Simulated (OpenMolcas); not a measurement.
## Ni VII: terms and fine structure

```json
{"Program": "OpenMolcas", "Method": "MS-CASPT2, IPEA 0.25 Eh, imaginary shift 0.1 Eh (closed shells correlated: 3s 3p)", "Basis": "ANO-RCC-VTZP [6s5p3d2f1g]", "Scalar Hamiltonian": "DKH2, point nucleus", "Active space": "4 electrons in 5 orbitals (3d)", "State averaging": "2S+1 = 5 even, 5 roots; 2S+1 = 3 even, 45 roots kept (CI in the orbitals of an earlier block); 2S+1 = 1 even, 50 roots kept (CI in the orbitals of an earlier block)", "Spin-orbit coupling": "RASSI with atomic mean-field integrals over the reference wave functions, term energies averaged over their components"}
```

Spin-free terms above the lowest, with the occupations of the reference:

| Configuration | Term | E (cm⁻¹) | Occupations |
| --- | --- | --- | --- |
| 3d⁴ | ⁵D | 0.0 | 3d 4.00 |
| 3d⁴ | ³H | 31760 | 3d 4.00 |
| 3d⁴ | ³P(1) | 32200 | 3d 4.00 |
| 3d⁴ | ³F(1) | 33950 | 3d 4.00 |
| 3d⁴ | ³G | 37920 | 3d 4.00 |
| 3d⁴ | ³D | 46470 | 3d 4.00 |
| 3d⁴ | ¹G(1) | 46890 | 3d 4.00 |
| 3d⁴ | ¹I | 47720 | 3d 4.00 |
| 3d⁴ | ¹S(1) | 50730 | 3d 4.00 |
| 3d⁴ | ¹D(1) | 59250 | 3d 4.00 |
| 3d⁴ | ¹F | 67260 | 3d 4.00 |
| 3d⁴ | ³P(2) | 79520 | 3d 4.00 |
| 3d⁴ | ³F(2) | 79920 | 3d 4.00 |
| 3d⁴ | ¹G(2) | 91450 | 3d 4.00 |
| 3d⁴ | ¹D(2) | 120950 | 3d 4.00 |
| 3d⁴ | ¹S(2) | 156340 | 3d 4.00 |

With spin-orbit coupling, above the lowest level:

```json
{"Configuration": "3d⁴", "Term": "⁵D", "J": "0", "E (cm⁻¹)": "0.0", "Measured (cm⁻¹)": "0.0", "g": "", "Term weight %": "99"}
{"Configuration": "3d⁴", "Term": "⁵D", "J": "1", "E (cm⁻¹)": "295", "Measured (cm⁻¹)": "279", "g": "1.501", "Term weight %": "100"}
{"Configuration": "3d⁴", "Term": "⁵D", "J": "2", "E (cm⁻¹)": "851", "Measured (cm⁻¹)": "804", "g": "1.501", "Term weight %": "100"}
{"Configuration": "3d⁴", "Term": "⁵D", "J": "3", "E (cm⁻¹)": "1626", "Measured (cm⁻¹)": "1520", "g": "1.501", "Term weight %": "100"}
{"Configuration": "3d⁴", "Term": "⁵D", "J": "4", "E (cm⁻¹)": "2580", "Measured (cm⁻¹)": "2392", "g": "1.500", "Term weight %": "100"}
{"Configuration": "3d⁴", "Term": "³P(1)", "J": "0", "E (cm⁻¹)": "30710", "Measured (cm⁻¹)": "30077", "g": "", "Term weight %": "98"}
{"Configuration": "3d⁴", "Term": "³H", "J": "4", "E (cm⁻¹)": "32460", "Measured (cm⁻¹)": "31672", "g": "0.815", "Term weight %": "95"}
{"Configuration": "3d⁴", "Term": "³P(1)", "J": "1", "E (cm⁻¹)": "32480", "Measured (cm⁻¹)": "31836", "g": "1.498", "Term weight %": "99"}
{"Configuration": "3d⁴", "Term": "³H", "J": "5", "E (cm⁻¹)": "33140", "Measured (cm⁻¹)": "32286", "g": "1.038", "Term weight %": "97"}
{"Configuration": "3d⁴", "Term": "³H", "J": "6", "E (cm⁻¹)": "33850", "Measured (cm⁻¹)": "32877", "g": "1.166", "Term weight %": "99"}
{"Configuration": "3d⁴", "Term": "³F(1)", "J": "2", "E (cm⁻¹)": "35120", "Measured (cm⁻¹)": "34247", "g": "0.669", "Term weight %": "99"}
{"Configuration": "3d⁴", "Term": "³F(1)", "J": "3", "E (cm⁻¹)": "35200", "Measured (cm⁻¹)": "34317", "g": "1.054", "Term weight %": "91"}
{"Configuration": "3d⁴", "Term": "³P(1)", "J": "2", "E (cm⁻¹)": "35300", "Measured (cm⁻¹)": "34555", "g": "1.497", "Term weight %": "99"}
{"Configuration": "3d⁴", "Term": "³F(1)", "J": "4", "E (cm⁻¹)": "35510", "Measured (cm⁻¹)": "34576", "g": "1.223", "Term weight %": "89"}
{"Configuration": "3d⁴", "Term": "³G", "J": "3", "E (cm⁻¹)": "39180", "Measured (cm⁻¹)": "38160", "g": "0.780", "Term weight %": "91"}
{"Configuration": "3d⁴", "Term": "³G", "J": "4", "E (cm⁻¹)": "39860", "Measured (cm⁻¹)": "38746", "g": "1.060", "Term weight %": "90"}
{"Configuration": "3d⁴", "Term": "³G", "J": "5", "E (cm⁻¹)": "40420", "Measured (cm⁻¹)": "39247", "g": "1.196", "Term weight %": "97"}
{"Configuration": "3d⁴", "Term": "³D", "J": "3", "E (cm⁻¹)": "47930", "Measured (cm⁻¹)": "", "g": "1.333", "Term weight %": "99"}
{"Configuration": "3d⁴", "Term": "³D", "J": "2", "E (cm⁻¹)": "48170", "Measured (cm⁻¹)": "", "g": "1.167", "Term weight %": "98"}
{"Configuration": "3d⁴", "Term": "³D", "J": "1", "E (cm⁻¹)": "48450", "Measured (cm⁻¹)": "", "g": "0.502", "Term weight %": "100"}
{"Configuration": "3d⁴", "Term": "¹G(1)", "J": "4", "E (cm⁻¹)": "49040", "Measured (cm⁻¹)": "", "g": "1.003", "Term weight %": "96"}
{"Configuration": "3d⁴", "Term": "¹I", "J": "6", "E (cm⁻¹)": "49500", "Measured (cm⁻¹)": "", "g": "1.001", "Term weight %": "99"}
{"Configuration": "3d⁴", "Term": "¹S(1)", "J": "0", "E (cm⁻¹)": "52740", "Measured (cm⁻¹)": "", "g": "", "Term weight %": "98"}
{"Configuration": "3d⁴", "Term": "¹D(1)", "J": "2", "E (cm⁻¹)": "61120", "Measured (cm⁻¹)": "", "g": "1.002", "Term weight %": "98"}
{"Configuration": "3d⁴", "Term": "¹F", "J": "3", "E (cm⁻¹)": "68880", "Measured (cm⁻¹)": "", "g": "1.002", "Term weight %": "98"}
{"Configuration": "3d⁴", "Term": "³P(2)", "J": "2", "E (cm⁻¹)": "80300", "Measured (cm⁻¹)": "", "g": "1.499", "Term weight %": "100"}
{"Configuration": "3d⁴", "Term": "³F(2)", "J": "4", "E (cm⁻¹)": "81530", "Measured (cm⁻¹)": "", "g": "1.249", "Term weight %": "99"}
{"Configuration": "3d⁴", "Term": "³F(2)", "J": "2", "E (cm⁻¹)": "81750", "Measured (cm⁻¹)": "", "g": "0.667", "Term weight %": "100"}
{"Configuration": "3d⁴", "Term": "³F(2)", "J": "3", "E (cm⁻¹)": "81840", "Measured (cm⁻¹)": "", "g": "1.083", "Term weight %": "99"}
{"Configuration": "3d⁴", "Term": "³P(2)", "J": "1", "E (cm⁻¹)": "82220", "Measured (cm⁻¹)": "", "g": "1.501", "Term weight %": "100"}
{"Configuration": "3d⁴", "Term": "³P(2)", "J": "0", "E (cm⁻¹)": "83190", "Measured (cm⁻¹)": "", "g": "", "Term weight %": "100"}
{"Configuration": "3d⁴", "Term": "¹G(2)", "J": "4", "E (cm⁻¹)": "93240", "Measured (cm⁻¹)": "", "g": "1.001", "Term weight %": "99"}
{"Configuration": "3d⁴", "Term": "¹D(2)", "J": "2", "E (cm⁻¹)": "122680", "Measured (cm⁻¹)": "", "g": "1.000", "Term weight %": "100"}
{"Configuration": "3d⁴", "Term": "¹S(2)", "J": "0", "E (cm⁻¹)": "158090", "Measured (cm⁻¹)": "", "g": "", "Term weight %": "100"}
```

Against the 16 measured excited levels shown (Corliss and Sugar, J. Phys. Chem. Ref. Data 10, 197 (1981)) the mean absolute deviation is 690 cm-1; the largest miss in energy is 3d⁴ ³G₅: computed 40420, measured 39247 cm⁻¹ (+3.0 %), and the largest in proportion 3d⁴ ⁵D₄ (+7.7 %).

Spin-orbit coupling puts the lowest level 1689 cm⁻¹ below the lowest spin-free term.

For ⁵D the intervals divided by the larger J are 294.7, 278.3, 258.1, 237.9 cm-1. Landé's interval rule makes them equal in pure LS coupling; they differ by 21 % of their mean. The multiplet is regular.

CASPT2 breaks the degeneracy within a term, and the mean is taken; among the terms shown or strongly mixed into the levels shown the widest spread is 940 cm-1 (3d⁴ ¹I). Terms from blocks run as CI alone lack orbitals of their own. The CASPT2 spread within a term exceeds the gap to the next term for 3d⁴ ¹G(1) and 3d⁴ ¹I, so the order of their levels is uncertain. Computed and measured levels are paired by configuration, term and J; levels that our copy of the source lacks, or whose pairing is in doubt (as where it misses far off the trend of its configuration), stay unpaired and out of the deviations. Only configurations of the active space appear.

The term weight is that of the spin-free term in the level, not the purity of its configuration. A number in round brackets counts repeated terms of one configuration in the order of the reference energies.
